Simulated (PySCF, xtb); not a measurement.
TlI, SMILES [I][Tl].

GFN2-xTB in xtb at its own geometry gives an orbital gap of 6.46 eV and a dipole moment of 8.75 D.

Geometry optimised at B3LYP-D3(BJ)/def2-TZVP. The def2 effective core potentials stand for the cores of I, Tl; spin–orbit coupling is left out.

### Question
What does PBE0/def2-TZVPD (PySCF) give? (An estimate is asked for; the answer gives what the named calculation found.)

### Answer
gap 4.89 eV (levels -6.88 and -1.98 eV), dipole 4.78 D.
